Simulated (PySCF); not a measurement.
Magnetic susceptibility: `C#CC[C@@H](C=C)C(N)=O`, C7H9NO

Geometry:
```tsv
atom	x (Å)	y (Å)	z (Å)
C1	3.144	1.124	0.187
C2	2.343	0.237	0.235
C3	1.350	-0.814	0.296
C4	-0.072	-0.235	0.276
C5	-0.344	0.495	-1.004
C6	-0.852	1.712	-1.079
C7	-1.093	-1.371	0.426
N8	-2.369	-0.926	0.505
O9	-0.800	-2.541	0.486
H10	3.860	1.889	0.142
H11	1.478	-1.492	-0.552
H12	1.487	-1.397	1.211
H13	-0.203	0.448	1.123
H14	-0.101	-0.054	-1.904
H15	-1.092	2.285	-0.197
H16	-1.034	2.197	-2.022
H17	-3.117	-1.596	0.560
H18	-2.594	0.043	0.368
```

The calculation used GIAO HF/STO-3G magnetisability, rotational g tensor and spin-rotation constants, non-relativistic, gas phase in PySCF. Geometry: GFN2-xTB.

(1) What are the magnetisability and the molar susceptibility?

(2) Split it along the inertial axes a, b, c into diamagnetic and paramagnetic parts about the centre of mass, with the quadrupole moment.

(3) And the rotational g tensor?

Results:

(1) Isotropic -1279 × 10⁻³⁰ J/T², or -77.0 × 10⁻⁶ cm³/mol; principal values -1415, -1302, -1122 × 10⁻³⁰ J/T², anisotropy 256 × 10⁻³⁰ J/T² (root of half the summed squared differences of the principal values). The susceptibility is in cgs units.

(2) 
```csv
axis,χ (10⁻⁶ cm³/mol),diamagnetic (10⁻⁶ cm³/mol),paramagnetic (10⁻⁶ cm³/mol),summed x² of all electrons (Å²),quadrupole Θ (D Å)
a,-84.6,-598.0,513.4,234.1,+3.39
b,-70.2,-1097.8,1027.6,116.3,-3.79
c,-76.3,-1486.7,1410.4,24.6,+0.40
```
Anisotropies 2χaa − χbb − χcc = -22.7 and 2χbb − χaa − χcc = +20.4 × 10⁻⁶ cm³/mol. Θ is traceless in Buckingham's convention.

(3) 
| axis | rotational constant (GHz) | g | nuclear part | electronic part |
| --- | --- | --- | --- | --- |
| a | 2.4659 | -0.0045 | 0.5902 | -0.5948 |
| b | 1.1679 | -0.0077 | 0.5561 | -0.5638 |
| c | 0.8472 | -0.0042 | 0.5572 | -0.5613 |

Asymmetric top; isotopes 12C, 1H, 14N, 16O; no vibrational averaging.
